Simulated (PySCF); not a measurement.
Simulation results for BGeH₄

All values are calculated (PySCF 2.14.0). Calculation on a computer-drawn molecule: vertical ionisation energy to the stated ion spin, frozen-core CCSD(T) at the basis limit and cheaper methods, single-reference cases, UHF for radicals, no spin-orbit; all values are single points at the evaluated structure, the first of each entry, which is the reference or a displaced copy of it and isn't optimised; the reference structure only sets the zero of the energies above reference; triples share is (T) over the correlation energy; on germanium a core potential holds 10 electrons, which the energies leave out, and 3d is frozen in MP2 and coupled-cluster steps.

BGeH₄

Evaluated structure:
```xyz
6
BGeH4
B      1.2582    -1.3980    -0.8729
Ge     1.8837    -1.5210     1.0500
H      0.6524    -0.4233    -1.2137
H      1.4772    -2.3092    -1.5977
H      1.7146    -0.5436     2.1288
H      2.6697    -2.7287     1.5860
```

Reference structure:
```xyz
6
BGeH4
B      1.2463    -1.4181    -0.8460
Ge     1.8957    -1.5748     1.0367
H      0.6415    -0.4419    -1.1808
H      1.4668    -2.3031    -1.6199
H      1.6841    -0.5148     2.1131
H      2.6808    -2.7639     1.5813
```

* charge: 0
* multiplicity: 2
* ion multiplicity: 1
* diffuse functions: no
* basis: cc-pVnZ
* basis and core potential on germanium: cc-pVnZ-PP ECP10MDF
* reference is: the Hartree-Fock double-zeta minimum
* best is: HF at quadruple zeta + MP2 correlation extrapolated from triple and quadruple zeta + CCSD(T) minus MP2 at triple zeta
* basis step is: the size of the change from the same recipe one zeta lower
* dipole magnitude HF at triple zeta: —

Drawn bonds:
```tsv
atom	other atom	order
1	2	1
1	3	1
1	4	1
2	5	1
2	6	1
```

To be estimated
1. Give the missing dipole magnitude HF at triple zeta for BGeH₄.
2. Give the table of triple zeta values for BGeH₄.

Calculated values
1. 0.4005 debye
2. 
Triple zeta:
```tsv
method	ionisation energy (eV)	energy above reference (kcal/mol)
HF	7.442	1.122
PBE	8.393	1.477
r2SCAN	8.498	1.27
B3LYP	8.308	1.272
wB97X	8.064	1.394
MP2	8.055	1.31
CCSD	8.063	1.359
CCSD(T)	8.133	1.369
```

Further results for BGeH₄:

- ionisation energy best: 8.181 eV
- ionisation energy basis step: 0.02683 eV
- energy above reference best: 1.387 kcal/mol
- energy above reference basis step: 0.04405 kcal/mol
- total energy HF triple zeta: -320.3533 hartree
- total energy CCSD(T) triple zeta: -320.6072 hartree
- total energy best: -320.6342 hartree
- T1 diagnostic at triple zeta: 0.01808
- D1 diagnostic at triple zeta: 0.06883
- spin squared at triple zeta: 0.762
- ion T1 diagnostic at triple zeta: 0.008277
- ion D1 diagnostic at triple zeta: 0.01594
- triples share at triple zeta: 0.03162
- basis functions triple zeta: 125
- dipole magnitude CCSD unrelaxed at triple zeta: 0.8052 debye
- dipole magnitude PBE at triple zeta: 1.049 debye
- dipole magnitude r2SCAN at triple zeta: 0.8911 debye
- dipole magnitude B3LYP at triple zeta: 0.8864 debye
- dipole magnitude wB97X at triple zeta: 0.8956 debye
